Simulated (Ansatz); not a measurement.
Species: AuCl, net charge -1, doublet state. The spin state was set by rule; other spins were not relaxed. 
Coordinates optimised at B3LYP-D3(BJ)/def2-TZVP (Ansatz, an electronic-structure program):
```
Au
Cl 1 2.4675
```
Charge -1, spin multiplicity 2.

Basis-set convergence of Hartree-Fock and MP2 correlation energies (hartree) with Ansatz. Correlated levels leave the core frozen unless marked. Open shells are spin-unrestricted. Spin-orbit coupling is left out. The frozen core is the preceding noble-gas configuration, with the filled d and f shells of earlier blocks. Past Kr the def2 sets carry scalar-relativistic core potentials.

| basis | functions | E(HF) | E(corr, MP2) |
|---|---|---|---|
| def2-SVPD | 62 | -594.22757 | -0.42808 |
| def2-TZVPPD | 110 | -594.38212 | -0.59456 |
| def2-QZVPPD | 167 | -594.39536 | -0.63846 |

Extrapolating the two largest sets (X = 3 and 4) as X^-3: E(corr) = (64·(-0.63846) - 27·(-0.59456))/37 = -0.6705 Eh, an estimate of the basis-set limit. The largest set recovers 95.2 % of it, the smallest 63.8 %.
